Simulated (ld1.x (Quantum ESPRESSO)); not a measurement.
# What the settings do to the TM semilocal potential of gold

Base potential:

Au, norm-conserving Troullier–Martins (semilocal form), made with ld1.x (Quantum ESPRESSO) 7.5 (PBE, scalar-relativistic). Core [Kr] 4d10, reference 4f14 5s2 5p6 5d10 6s1 6p0. Waves: 5s (bound): rc 0.90 bohr; 5d (bound): rc 2.35 bohr; 4f (bound): rc 0.70 bohr; 5p (bound): rc 1.65 bohr. Local part: the p channel. Core correction: none.

Occupied shells without a wave of their own: 6s. They enter only through the test configuration that unscreens the potential.

Cutoffs, loose and tight: the cutoffs (Ry, on a coarse ladder) from which the occupation-weighted sum of valence levels, in a spherical-Bessel basis at the reference potential, stays within 10 and 1 mRy of its value at 400 Ry. They do not see the model core or the augmentation charge, which bear on the density cutoff. Test errors are all-electron minus pseudo excitation energies from the reference, over the configurations 4f14 5s2 5p6 5d10 6s0 6p0; 4f14 5s2 5p6 5d9 6s0 6p0; 4f14 5s2 5p6 5d8 6s0 6p0; 4f14 5s2 5p5 5d10 6s1 6p0; 4f14 5s1 5p6 5d10 6s1 6p0; 4f14 5s2 5p6 5d10 6s0 6p1; 4f14 5s2 5p6 5d10 6s0.5 6p0. A dash means not determined; rows that change the core or the reference have their own tests.

Cutoffs are not given where the Bessel-basis levels miss the radial ones by over 6 mRy, ghosts where they miss by over 20 mRy; a channel whose overlap is not positive is not tested.

A semilocal file is local in each channel, so a ghost entry of none says nothing of the separable form that plane-wave codes build from it.

```tsv
change	outcome	bound ghosts	largest test error (meV)
base	generated	not determined	-330
wave 5p (bound): rc 1.65 bohr becomes 5p (bound): rc 1.04 bohr	generated	not determined	-333
wave 5p (bound): rc 1.65 bohr becomes 5p (bound): rc 1.32 bohr	generated	not determined	-333
wave 5p (bound): rc 1.65 bohr becomes 5p (bound): rc 1.48 bohr	generated	not determined	-332
wave 5p (bound): rc 1.65 bohr becomes 5p (bound): rc 1.66 bohr	generated	not determined	-330
wave 5p (bound): rc 1.65 bohr becomes 5p (bound): rc 1.92 bohr	generated	not determined	-328
wave 5p (bound): rc 1.65 bohr becomes 5p (bound): rc 2.08 bohr	generated	not determined	-328
wave 5p (bound): rc 1.65 bohr becomes 5p (bound): rc 2.28 bohr	generated	not determined	-329
wave 5p (bound): rc 1.65 bohr becomes 5p (bound): rc 2.42 bohr	generated	not determined	-331
```
